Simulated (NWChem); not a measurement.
System meant: CH8Si2; SMILES C[SiH2][SiH3]

Input file for NWChem:

```
start job
memory heap 200 mb stack 900 mb global 1100 mb
geometry units angstroms noautoz
  Si     0.194887    -1.566592     0.000730
  Si    -0.616964     0.638243     0.001963
  C      0.791370     1.893059    -0.002581
  H     -0.929831    -2.553124     0.023453
  H      1.020484    -1.820035    -1.222671
  H      1.058133    -1.807189     1.200538
  H     -1.478843     0.829623     1.212545
  H     -1.485559     0.828273    -1.204032
  H      1.425344     1.767830    -0.893557
  H      1.425551     1.773449     0.889014
  H      0.395029     2.920109    -0.005833
end
basis spherical
  Si library def2-svp
  C library def2-svp
  H library def2-svp
end
dft
  odft
  mult 2
  xc xpbe96 cpbe96
  iterations 150
  mulliken
end
task dft energy
```

End of the output:

```
 ==============================================================================
                                 internuclear angles
 ------------------------------------------------------------------------------
        center 1       |       center 2       |       center 3       |  degrees
 ------------------------------------------------------------------------------
    2 Si               |   1 Si               |   4 H                |   111.04
    2 Si               |   1 Si               |   5 H                |   110.47
    2 Si               |   1 Si               |   6 H                |   110.46
    4 H                |   1 Si               |   5 H                |   108.38
    4 H                |   1 Si               |   6 H                |   108.37
    5 H                |   1 Si               |   6 H                |   108.03
    1 Si               |   2 Si               |   3 C                |   111.49
    1 Si               |   2 Si               |   7 H                |   108.61
    1 Si               |   2 Si               |   8 H                |   108.60
    3 C                |   2 Si               |   7 H                |   110.27
    3 C                |   2 Si               |   8 H                |   110.27
    7 H                |   2 Si               |   8 H                |   107.50
    2 Si               |   3 C                |   9 H                |   110.87
    2 Si               |   3 C                |  10 H                |   110.85
    2 Si               |   3 C                |  11 H                |   110.60
    9 H                |   3 C                |  10 H                |   108.15
    9 H                |   3 C                |  11 H                |   108.13
   10 H                |   3 C                |  11 H                |   108.13
 ------------------------------------------------------------------------------
                            number of included internuclear angles:         18
 ==============================================================================

 Summary of "ao basis" -> "" (spherical)
 ------------------------------------------------------------------------------
       Tag                 Description            Shells   Functions and Types
 ---------------- ------------------------------  ------  ---------------------
 Si                         def2-svp                 8       18   4s3p1d
 C                          def2-svp                 6       14   3s2p1d
 H                          def2-svp                 3        5   2s1p

  pbe96 is a nonlocal functional; adding pw91lda local functional.

                                 NWChem DFT Module
                                 -----------------

 Summary of "ao basis" -> "ao basis" (spherical)
 ------------------------------------------------------------------------------
       Tag                 Description            Shells   Functions and Types
 ---------------- ------------------------------  ------  ---------------------
 Si                         def2-svp                 8       18   4s3p1d
 C                          def2-svp                 6       14   3s2p1d
 H                          def2-svp                 3        5   2s1p

  number of electrons :                   42
  multiplicity        :                    2
 ------------------------------------------------------------------------
  no. of electrons and multiplicity not compatible                  42
 ------------------------------------------------------------------------
 ------------------------------------------------------------------------
  current input line :
    28: task dft energy
 ------------------------------------------------------------------------
 ------------------------------------------------------------------------
 There is an error in the input file
 ------------------------------------------------------------------------
 For more information see the NWChem manual at https://nwchemgit.github.io

0: no. of electrons and multiplicity not compatible:Received an Error in Communication
```

Question: What is wrong, and how is it mended?

Answer: The input was rejected before any calculation. Cause: the multiplicity doesn't fit the number of electrons (an even count wants an odd multiplicity, and the reverse). This input runs:
```
start job
memory heap 200 mb stack 900 mb global 1100 mb
geometry units angstroms noautoz
  Si     0.194887    -1.566592     0.000730
  Si    -0.616964     0.638243     0.001963
  C      0.791370     1.893059    -0.002581
  H     -0.929831    -2.553124     0.023453
  H      1.020484    -1.820035    -1.222671
  H      1.058133    -1.807189     1.200538
  H     -1.478843     0.829623     1.212545
  H     -1.485559     0.828273    -1.204032
  H      1.425344     1.767830    -0.893557
  H      1.425551     1.773449     0.889014
  H      0.395029     2.920109    -0.005833
end
basis spherical
  Si library def2-svp
  C library def2-svp
  H library def2-svp
end
dft
  xc xpbe96 cpbe96
  iterations 150
  mulliken
end
task dft energy
```
It converges to -621.30725 Ha (PBE/def2-SVP).
